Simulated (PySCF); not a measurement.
F₄Nb, neutral, multiplicity 2. Atoms are numbered in the order given.

```xyz
5

Nb     0.0000     0.0000     0.0000
F      1.1985     1.1985     0.7571
F     -1.1985    -1.1985     0.7571
F      1.1985    -1.1985    -0.7571
F     -1.1985     1.1985    -0.7571
```
Charge 0, spin multiplicity 2.

The structure is a stationary point at PBE0-D3(BJ)/def2-SVP. The spin state was assumed, not searched. The isomer is the one that the SMILES or the coordinates give; other isomers of the formula were not compared. The def2 effective core potentials stand for the cores of Nb; spin–orbit coupling is left out.

Computed with PBE/def2-TZVPD (PySCF).

Mulliken values depend strongly on the basis, most of all with diffuse functions as here. ESP charges are fitted to the potential on shells at 1.4 to 2.0 van der Waals radii. Atomic charges (e):

```json
[
 {"atom": "Nb1", "Mulliken": "2.08", "ESP fit": "(withheld)", "Mulliken spin": "0.97"},
 {"atom": "F2", "Mulliken": "-0.52", "ESP fit": "(withheld)", "Mulliken spin": "0.01"},
 {"atom": "F3", "Mulliken": "-0.52", "ESP fit": "(withheld)", "Mulliken spin": "0.01"},
 {"atom": "F4", "Mulliken": "-0.52", "ESP fit": "(withheld)", "Mulliken spin": "0.01"},
 {"atom": "F5", "Mulliken": "-0.52", "ESP fit": "(withheld)", "Mulliken spin": "0.01"}
]
```

Task: Complete the blanks. (An estimate is asked for; the answer gives what the named calculation found.)

Result: 
- Nb1, ESP fit: 1.12
- F2, ESP fit: -0.28
- F3, ESP fit: -0.28
- F4, ESP fit: -0.28
- F5, ESP fit: -0.28
